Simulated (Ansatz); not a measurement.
C₄H₉FGeO (`CC(C)(C)[O][Ge][F]`), 16 atoms. Charge 0, multiplicity 1. Correlated methods include outer-core shells of Ge, which these sets cover unevenly. Scalar relativity is left out up to krypton. All runs use 3 threads of an AMD EPYC 7R13 on a shared host and a share of an NVIDIA H100 80 GB. Correlated methods freeze the cores. Open-shell runs search over several starts.

Task: Give the basis size and wall time and peak host memory of each of these runs in Ansatz. RKS ωB97M-V/def2-QZVPP energy; RHF-CCSD(T)/def2-SVP energy; RKS ωB97M-V/def2-SVP energy; RKS PBE0-D4/def2-TZVP relaxation (23 steps); RKS PBE0-D4/def2-SVP energy; RKS PBE0-D4/def2-QZVPP energy; UKS r2SCAN-D4/def2-TZVPP energy of the cation; UHF-CCSD(T)/def2-TZVPP energy of the cation; RKS ωB97X-V/def2-TZVPP energy; UKS ωB97M-V/def2-TZVPP energy of the cation; UKS B3LYP-D4/def2-TZVPP energy of the cation; RKS PBE0-D4/def2-TZVP frequencies. (An estimate is asked.)

Result: Computed: Other jobs shared the machine, so times are rough.

```
                   level                    job  functions  wall time  peak host memory (GiB)
    RHF-CCSD(T)/def2-SVP                 energy        161      1.7 s                     0.8
    RKS PBE0-D4/def2-SVP                 energy        161      2.1 s                    0.82
  RKS ωB97X-V/def2-TZVPP                 energy        360      2.1 s                    0.97
    RKS ωB97M-V/def2-SVP                 energy        161      3.4 s                    0.91
  RKS PBE0-D4/def2-QZVPP                 energy        701      3.9 s                     1.3
 UKS B3LYP-D4/def2-TZVPP   energy of the cation        360      4.6 s                       1
UKS r2SCAN-D4/def2-TZVPP   energy of the cation        360        6 s                     1.1
  RKS ωB97M-V/def2-QZVPP                 energy        701      6.5 s                     1.4
  UKS ωB97M-V/def2-TZVPP   energy of the cation        360      8.5 s                     1.2
   RKS PBE0-D4/def2-TZVP  relaxation (23 steps)        288       36 s                    0.97
   RKS PBE0-D4/def2-TZVP            frequencies        288      110 s                    0.99
  UHF-CCSD(T)/def2-TZVPP   energy of the cation        360    2.8 min                     2.9
```

B3LYP here is the variant with VWN-RPA as its local correlation; programs differ in this.
